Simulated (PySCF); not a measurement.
The dipole of `C#C[Si@@H](C)[SiH2][SiH3]` from its density and from atomic charges.

Coordinates (GFN2-xTB, Å) and charges (e) from the PBE0/pcSseg-1 density (PySCF):

```
atom       x       y       z  Mulliken      IAO  Hirshfeld  ESP-fitted
  C1  -1.093  -1.437   2.472   -0.2200  -0.1979    -0.0915     -0.3169
  C2  -0.905  -1.187   1.311   -0.1602  -0.3199    -0.1586     -0.2307
 Si3  -0.604  -0.754  -0.468   +0.5645  +0.6561    +0.3005     +0.5980
  C4  -2.319  -0.533  -1.266   -0.6062  -0.6974    -0.2057     -0.5918
 Si5   0.711   1.164  -0.582   -0.0302  +0.1264    +0.1492     -0.0192
 Si6   2.789   1.028   0.417   +0.2215  +0.3047    +0.2166     +0.2432
  H7  -1.262  -1.662   3.486   +0.0615  +0.2017    +0.0961     +0.2925
  H8   0.023  -1.957  -1.052   -0.0471  -0.1049    -0.0747     -0.1318
  H9  -2.227  -0.309  -2.325   +0.1402  +0.1564    +0.0430     +0.1379
 H10  -2.859   0.289  -0.803   +0.1463  +0.1599    +0.0442     +0.1503
 H11  -2.932  -1.424  -1.167   +0.1505  +0.1645    +0.0484     +0.1668
 H12  -0.043   2.295  -0.010   -0.0240  -0.0790    -0.0721     -0.0309
 H13   0.853   1.548  -1.999   -0.0297  -0.0850    -0.0763     -0.0474
 H14   3.585   2.252   0.299   -0.0545  -0.0931    -0.0714     -0.0620
 H15   2.677   0.739   1.848   -0.0522  -0.0940    -0.0729     -0.0735
 H16   3.599  -0.043  -0.171   -0.0603  -0.0983    -0.0748     -0.0846
```

Task: Form Σ q r in debye for every column and set it beside the full dipole.

Result: The full density gives (-0.63, 0.07, -0.10) D, 0.64 D in size; dipole vectors point from the negative to the positive end.

```tsv
scheme	μx	μy	μz	size (D)	share of the full size (%)	angle to the full dipole (°)
Mulliken	1.06	0.53	-2.59	2.84	446	101
IAO	0.55	0.23	-0.79	0.98	154	113
Hirshfeld	-0.10	0.10	-0.38	0.41	63	65
ESP-fitted	-0.62	0.10	-0.13	0.64	101	3
```

Task: Which set comes closest?

Result: Length of the difference vector: ESP-fitted 0.04 D, Hirshfeld 0.60 D, IAO 1.36 D, Mulliken 3.03 D. Closest: ESP-fitted. ESP charges are fitted to the potential around the molecule, whose slowest-falling term is the dipole's. 

Task: What is left for the Hirshfeld atoms' own dipoles?

Result: The Hirshfeld atoms' densities add up to the full density, so μ = Σ q r + Σ (atomic dipoles). The atomic dipoles sum to (-0.63, 0.07, -0.10) − (-0.10, 0.10, -0.38) = (-0.53, -0.03, 0.28) D, 0.60 D in size.

Task: With the origin at the mean of the coordinates, (0.000, 0.001, -0.001) Å, which are the largest single terms, by size, of the IAO dipole along the direction of the full one?

Result: C4 -8.10, Si6 -3.92, H11 +2.29, H10 +2.28, H9 +1.90 D; all 16 atoms together -0.38 D. The single terms depend on the origin, their sum doesn't.

Task: Give the size of the full dipole in other units.

Result: 0.64 D = 0.251 au = 0.133 e·Å = 2.13 × 10⁻³⁰ C·m.

Isolated species at its GFN2-xTB geometry (one conformer only).

These values come from a run that also computed NMR shieldings. Hardware: an Arm Neoverse V1 with one thread, no GPU, on a shared host. Cost: 26 s wall, 0.94 GiB resident at most.

The values belong to the conformer `[CH:1]#[C:2][Si@@H:3]([CH3:4])[SiH2:5][SiH3:6]`: C2–Si3–Si5–Si6 60°.
